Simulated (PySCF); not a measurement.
One of the candidates below gave these computed data.

- Polarisability: 74.3 au [CAM-B3LYP/def2-SVPD]
- Dipole: 3.00 D [CAM-B3LYP/def2-SVPD]
- UV, first state: lowest singlet excitation: 6.19 eV (200 nm, f = 0.190) [TDDFT CAM-B3LYP/def2-SVPD]
- Rotational structure: rotational constants A, B, C: 1.762, 1.106, 0.814 GHz [GFN2-xTB]
- Triplet: lowest triplet excitation (Tamm–Dancoff): 4.00 eV [TDA CAM-B3LYP/def2-SVPD]

Gas-phase values; electronic properties from PySCF, density fitting. Levels stand in brackets. Isolated species at its GFN2-xTB geometry (one conformer only).

Question: Which candidate is it?
A. `N#C[C@@H]1COC=C1C(F)F`
B. `[O-][n+]1ccc(C(F)F)cc1`
C. `NCc1ccccc1F`
D. `NCc1ccc(F)cc1`

Answer: A. It is `N#C[C@@H]1COC=C1C(F)F`. Numbering: `[N:1]#[C:2][C@@H:3]1[CH2:4][O:5][CH:6]=[C:7]1[CH:8]([F:9])[F:10]`. Its formula, C6H5F2NO, gives 4 degrees of unsaturation: 1 ring and 3 π bonds in the structure found. The optimised geometry has point group C1 and is an asymmetric top.

The others, at the same levels:
- `[O-][n+]1ccc(C(F)F)cc1` fails: its computed lowest singlet excitation is 4.35 eV (285 nm, f = 0.000) (against 6.19 eV), lowest triplet excitation (Tamm–Dancoff) is 2.56 eV (against 4.00 eV) and static isotropic polarisability is 86.2 au (against 74.3 au).
- `NCc1ccccc1F` fails: its computed lowest singlet excitation is 5.47 eV (227 nm, f = 0.011) (against 6.19 eV), static isotropic polarisability is 87.6 au (against 74.3 au) and rotational constant A is 2.480 GHz (against 1.762 GHz).
- `NCc1ccc(F)cc1` fails: its computed lowest singlet excitation is 5.31 eV (234 nm, f = 0.018) (against 6.19 eV), static isotropic polarisability is 88.1 au (against 74.3 au) and rotational constant A is 4.492 GHz (against 1.762 GHz).

Each candidate is one conformer, not necessarily the lowest. Dipoles, sizes and rotational constants follow the conformer. The torsions of the flexible species, by atom-mapped SMILES:
- `[N:1]#[C:2][C@@H:3]1[CH2:4][O:5][CH:6]=[C:7]1[CH:8]([F:9])[F:10]`: C6–C7–C8–F9 109°
- `[O-:1][n+:2]1[cH:3][cH:4][c:5]([CH:6]([F:7])[F:8])[cH:9][cH:10]1`: C4–C5–C6–F7 -121°
- `[NH2:1][CH2:2][c:3]1[cH:4][cH:5][cH:6][cH:7][c:8]1[F:9]`: N1–C2–C3–C4 -3°, H–N1–C2–C3 -60°, H–N1–C2–C3 61°
- `[NH2:1][CH2:2][c:3]1[cH:4][cH:5][c:6]([F:7])[cH:8][cH:9]1`: N1–C2–C3–C4 88°, H–N1–C2–C3 59°, H–N1–C2–C3 -59°
